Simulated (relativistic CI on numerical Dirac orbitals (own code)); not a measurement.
**d1 to d9 in one octahedral field**

Computed with a parametric ligand-field model without spin-orbit coupling, by exact diagonalisation: B = 330, C = 1480, 10Dq = 29900 cm⁻¹ (Oh; |10Dq|/B = 90.6) for every shell. Energies in cm⁻¹; the field energy is (0.6 n_e − 0.4 n_t2) × 10Dq of the ground term; g labels are left out. So small a B with so large a field is typical of 4d and 5d ions, where spin-orbit coupling, left out here, reaches 1,000 to 4,000 cm⁻¹.

```tsv
Shell	Ground term	Electrons in e	Field energy	First spin-allowed bands	Lowest term of other spin
d1	2T2	0.000	-11960	2E 29900	
d2	3T1	0.004	-23813	3T2 29029, 3T1 33108	1T2 5015
d3	4A2	0.000	-35880	4T2 29900, 4T1 33715	2E 7166
d4	3T1	0.006	-47651	3E 28364, 3T1 28736	1T2 4545
d5	2T2	0.013	-59424	2A2 27813, 2T1 27930	4T1 22697
d6	1A1	0.010	-71452	1T1 28690, 1T2 33644	3T1 25626
d7	2E	1.006	-53633	2T1 28620, 2T2 29026	4T1 22758
d8	3A2	2.000	-35880	3T2 29900, 3T1 33715	1E 5578
d9	2E	3.000	-17940	2T2 29900
```

Low spin: d4, d5, d6, d7; the other shells keep the spin of the free ion. Only d4 to d7 can choose; the field needed to pair spins is smallest for d6 and largest for d5, which loses most exchange energy. In the strong-field picture 10Dq must exceed about 6B + 5C = 9380 (d4), 7.5B + 5C = 9875 (d5), 2.5B + 4C = 6745 (d6) and 4B + 4C = 7240 (d7); mixing of terms shifts these bounds somewhat.
